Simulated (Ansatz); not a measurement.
`CN(C)BF` + CH₃OH → `COBF` + `CNC`  (ligand exchange at a B–N bond)

Computed with Ansatz on PBE0-D4/def2-TZVP structures; ΔE is electronic, products minus reactants. CCSD(T)/CBS is the MP2 limit (def2-TZVPP, def2-QZVPP) plus CCSD(T) − MP2 in def2-TZVPP, frozen cores. This one scheme is used for every species. DFT in def2-TZVPP. B3LYP here is the variant with VWN-RPA as its local correlation; programs differ in this. One conformer a species, not always the lowest.

`CN(C)BF`:

Z-matrix (Å, degrees):
```
C
N 1 1.441
H 1 1.096 2 111.0
H 1 1.096 2 111.0 3 119.8
H 1 1.090 2 109.9 3 -120.1
C 2 1.444 1 114.5 3 -60.0
B 2 1.390 1 122.2 3 120.0
H 6 1.096 2 110.8 1 59.7
H 6 1.096 2 110.8 1 -59.9
H 6 1.089 2 110.1 1 179.9
F 7 1.341 2 120.0 1 -180.0
H 7 1.197 2 121.3 1 0.0
```

CH₃OH:

```xyz
6

C    -0.354   -0.035   -0.012
O     0.988   -0.320   -0.331
H    -0.973   -0.724   -0.587
H    -0.641    0.989   -0.285
H    -0.573   -0.188    1.052
H     1.553    0.278    0.163
```

`COBF`:

```xyz
8

C    -0.922   -0.197   -0.530
O     0.465   -0.416   -0.371
B     1.168    0.188    0.595
F     2.464   -0.078    0.669
H    -1.308    0.499    0.219
H    -1.443   -1.152   -0.437
H    -1.103    0.208   -1.527
H     0.679    0.948    1.382
```

`CNC`:

Cartesian coordinates in Å:
```
C 0.191 -1.193 0.043
N -0.707 -0.061 0.024
C -0.015 1.204 0.107
H -0.374 -2.119 -0.080
H 0.696 -1.240 1.012
H 0.973 -1.158 -0.735
H -1.274 -0.087 -0.813
H 0.480 1.285 1.080
H -0.729 2.026 0.031
H 0.759 1.344 -0.668
```

```tsv
level	ΔE (eV)
B3LYP-D4	-0.07
CCSD(T)/def2-SVP	-0.12
HF/def2-QZVPP	-0.20
CCSD/CBS(def2)	-0.06
```

What does CCSD(T)/CBS give? (Best estimate.)

Ansatz gave: -0.05 eV. The listed levels differ from it by -0.02, -0.07, -0.15, -0.01 eV.

Largest T1 diagnostic among the species: 0.013.

At CCSD(T), def2-SVP lies −0.07 eV from the extrapolated value and def2-TZVPP −0.01 eV. Leaving LDA and LC-ωPBE aside and taking each functional with its dispersion term where it has one, the values, not all of them listed here, spread over 0.08 eV, from B97M-V to revPBE-D4. LDA lies +0.06 eV from PBE without D4. The D4 term adds +0.04 eV with B3LYP and +0.02 eV with PBE0; it sums over pairs of atoms, weighted by their polarisabilities, and B3LYP, whose exchange is more repulsive, gets the larger term.
